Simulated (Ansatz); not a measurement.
`CO[SiH](C)[GeH3]` + `[CH3][V](=[O])([OH])[F]` → `C[SiH](C)[GeH3]` + `C[O][V](=[O])([OH])[F]`  (redistribution)

Gas-phase electronic energies from Ansatz, PBE0-D4/def2-TZVP geometries. CCSD(T)/CBS is the MP2 limit (def2-TZVPP, def2-QZVPP) plus CCSD(T) − MP2 in def2-TZVPP, frozen cores. Functionals use def2-TZVPP. For Ge, V outer-core shells are correlated without core-valence functions, which leaves a few kJ/mol of doubt a bond. Scalar relativity is left out up to krypton. One conformer a species, not always the lowest.

`CO[SiH](C)[GeH3]`:

Z-matrix (Å, degrees):
```
C
O 1 1.407
H 1 1.096 2 111.6
H 1 1.091 2 108.3 3 -119.2
H 1 1.097 2 111.6 3 121.4
Si 2 1.649 1 123.0 3 -65.2
Ge 6 2.391 2 111.1 1 62.7
C 6 1.859 2 106.9 1 -175.6
H 6 1.496 2 109.2 1 -55.7
H 7 1.541 6 112.4 2 -57.4
H 7 1.541 6 110.5 2 -177.0
H 7 1.541 6 111.6 2 63.4
H 8 1.093 6 110.5 2 178.5
H 8 1.093 6 110.4 2 58.6
H 8 1.092 6 110.8 2 -61.5
```

`[CH3][V](=[O])([OH])[F]`:

Cartesian coordinates in Å:
```
C 0.294 -0.986 0.671
V -0.598 0.508 -0.315
O -1.778 -0.182 -1.049
O 0.572 1.068 -1.502
F -1.093 1.663 0.879
H 0.583 -1.771 -0.029
H -0.434 -1.373 1.389
H 1.168 -0.584 1.190
H 1.286 1.657 -1.234
```

`C[SiH](C)[GeH3]`:

Cartesian coordinates in Å:
```
C -1.360 1.100 -0.673
Si 0.116 0.476 0.302
C 1.657 0.426 -0.766
Ge -0.343 -1.695 1.170
H -2.254 1.148 -0.048
H -1.167 2.103 -1.065
H -1.574 0.442 -1.519
H 0.355 1.384 1.462
H 1.886 1.420 -1.159
H 2.521 0.081 -0.194
H 1.521 -0.250 -1.614
H 0.842 -2.247 1.985
H -0.620 -2.696 0.030
H -1.580 -1.694 2.089
```

`C[O][V](=[O])([OH])[F]`:

```xyz
10

C     0.738    1.613   -0.057
O    -0.344    0.724   -0.161
V    -0.632   -0.915    0.315
O     0.680   -1.457    0.951
O    -1.036   -1.882   -1.099
F    -1.918   -0.974    1.483
H     1.025    1.943   -1.059
H     1.593    1.134    0.428
H     0.429    2.483    0.528
H    -0.535   -2.668   -1.330
```

```
             level  ΔE (eV)
           ωB97X-V    -0.56
           ωB97M-V    -0.49
              PBE0    -0.63
     HF/def2-TZVPP    -0.25
   CCSD/def2-TZVPP    -0.41
     HF/def2-QZVPP    -0.23
SCS-MP2/def2-QZVPP    -0.60
    CCSD/CBS(def2)    -0.37
```

(1) What does CCSD(T)/CBS give? (Estimate.)

Largest T1 diagnostic among the species: 0.031, so the coupled-cluster value is less sure than usual.

Results:

(1) Ansatz gave: -0.52 eV. The listed levels differ from it by -0.04, 0.03, -0.11, 0.27, 0.11, 0.29, -0.08, 0.15 eV.

From PBE to PBE0 (25 % exact exchange), in def2-TZVPP and without D4, ΔE moves by +0.13 eV. In def2-TZVPP, CCSD(T) changes the Hartree–Fock value by −0.31 eV (the triples alone add −0.15 eV) and MP2 by −0.51 eV.
